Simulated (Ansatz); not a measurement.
`[SH][SbH2]` + `NC=O` → `O=C[NH][SbH2]` + H₂S  (ligand exchange at the Sb–S bond)

Gas-phase electronic energies from Ansatz, PBE0-D4/def2-TZVP geometries. CBS: MP2 limit from def2 TZ/QZ plus the TZ coupled-cluster correction, frozen cores. This one scheme is used for every species. Functionals use def2-TZVPP. B3LYP here is the variant with VWN-RPA as its local correlation; programs differ in this. Elements past krypton have def2 core potentials. For Sb outer-core shells are correlated without core-valence functions, which leaves a few kJ/mol of doubt a bond. Each species was taken in one conformer, which may not be the lowest.

```tsv
level	ΔE (kcal/mol)	difference from CCSD(T)/CBS
LDA (SPW92)	11.3	0.7
B97M-V	10.3	-0.3
r2SCANh-D4	12.3	1.7
ωB97X-V	10.7	0.1
BLYP	12.1	1.5
B3LYP	12.6	2.0
r2SCANh	12.5	1.9
RPA@PBE/def2-TZVPP	8.1	-2.5
CCSD/def2-TZVPP	10.0	-0.6
MP2/def2-QZVPP	10.7	0.1
CCSD(T)/CBS	10.6	0
```

Largest T1 diagnostic among the species: 0.017.

Leaving LDA and LC-ωPBE aside and taking each functional with its dispersion term where it has one, the values, not all of them listed here, spread over 2.7 kcal/mol, from B97M-V to HSE06-D4. LDA lies −1.5 kcal/mol from PBE without D4. At CCSD(T), def2-SVP lies −1.3 kcal/mol from the extrapolated value and def2-TZVPP −1.1 kcal/mol. From PBE to PBE0 (25 % exact exchange), in def2-TZVPP and without D4, ΔE moves by +0.8 kcal/mol.
